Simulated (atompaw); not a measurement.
tin (Sn): one change to a PAW (atompaw) potential, before and after

* Element: Sn
* Generator: atompaw 4.2.0.5
* Type: PAW
* Functional: PBE
* Relativity: scalar-relativistic
* Frozen core: [Kr]
* Valence charge: 14
* Reference configuration: 4d10 5s2 5p2
* Partial waves: 5s (bound); 5s channel at 2.85 Ry; 5p (bound); 5p channel at 0.75 Ry; 4d (bound); 4d channel at -1.25 Ry
* Local potential: ultrasoft scheme with l = 3 at 0.5 Ry, radius 2.65 bohr
* Core correction: smooth core density matched at 2.20 bohr
* Augmentation charge: besselshape compensation charge, radius 2.40 bohr; PAW radius 2.65 bohr; waves and projectors: bloechl

Change: all radii scaled by about 1.28 (s 3.38, p 3.38, d 1.86 bohr); local potential ultrasoft scheme with l = 3 at 0.5 Ry, radius 3.38 bohr; augmentation besselshape compensation charge, radius 3.06 bohr; PAW radius 3.38 bohr; waves and projectors: bloechl; core correction smooth core density matched at 2.82 bohr.

Cutoffs: the cutoffs (Ry, on a coarse ladder) from which the occupation-weighted sum of valence levels, in a spherical-Bessel basis at the reference potential, stays within 10 and 1 mRy of its value at 400 Ry; they do not see the model core or the augmentation charge, which bear on the density cutoff.

Problem. What does the change do?

Solution. The potential gets softer (35 Ry and 40 Ry → 21 Ry and 30 Ry); neither file shows a bound ghost. A larger radius leaves more room for a smooth pseudo-wave, so fewer plane waves are needed.

| quantity | base | changed |
| --- | --- | --- |
| cutoff, loose | 35 Ry | 21 Ry |
| cutoff, tight | 40 Ry | 30 Ry |
| loose cutoff by channel (10 mRy a level) | s 6 Ry, p 6 Ry, d 25 Ry | s 6 Ry, p 6 Ry, d 15 Ry |
| bound ghosts | none | none |
| lowest overlap eigenvalue by channel | s 0.40, p 0.01, d 0.77 | s 0.43, p 0.60, d 0.56 |

 The cutoffs see the waves, projectors and local potential, not the compensation charge or the core.
